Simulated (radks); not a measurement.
Values are calculated unless marked as measured or tabulated.
Spin polarisation of the 6p3 shell in neutral bismuth. Start: [Hg] 6p(up 1.5, down 1.5); electrons of 6p are moved from spin down to spin up, other shells keep equal spins. Code: a radial shooting solver on a logarithmic mesh with Libxc functionals. Model: scalar-relativistic Kohn-Sham, r2SCAN, spin-polarised, spherical densities, finite nucleus; meta-GGA in the generalised Kohn-Sham scheme; Fermi nuclear charge, rms radius of each element as measured or else 0.836 A^(1/3) + 0.57 fm.

moment (Bohr magnetons) = 0: E - E(0) (eV) 0.000; e(6p up) (eV) -4.694; e(6p down) (eV) -4.694; 6s down minus up (eV) 0.000; 5d down minus up (eV) 0.000; 5p down minus up (eV) 0.000
moment (Bohr magnetons) = 0.75: E - E(0) (eV) -0.121; e(6p up) (eV) -4.987; e(6p down) (eV) -4.339; 6s down minus up (eV) 0.575; 5d down minus up (eV) 0.063; 5p down minus up (eV) 0.021
moment (Bohr magnetons) = 1.5: E - E(0) (eV) -0.488; e(6p up) (eV) -5.226; e(6p down) (eV) -3.917; 6s down minus up (eV) 1.153; 5d down minus up (eV) 0.125; 5p down minus up (eV) 0.041
moment (Bohr magnetons) = 2.25: E - E(0) (eV) -1.106; e(6p up) (eV) -5.412; e(6p down) (eV) -3.417; 6s down minus up (eV) 1.719; 5d down minus up (eV) 0.189; 5p down minus up (eV) 0.061
moment (Bohr magnetons) = 3: E - E(0) (eV) -1.999; e(6p up) (eV) -5.539; e(6p down) (eV) -2.553; 6s down minus up (eV) 2.237; 5d down minus up (eV) 0.258; 5p down minus up (eV) 0.081

At moment 3 the spin-polarisation energy is -1.999 eV and the 6p exchange splitting 2.986 eV, that is 0.995 eV per Bohr magneton; E = -I m^2/4 would give I = 0.888 eV.
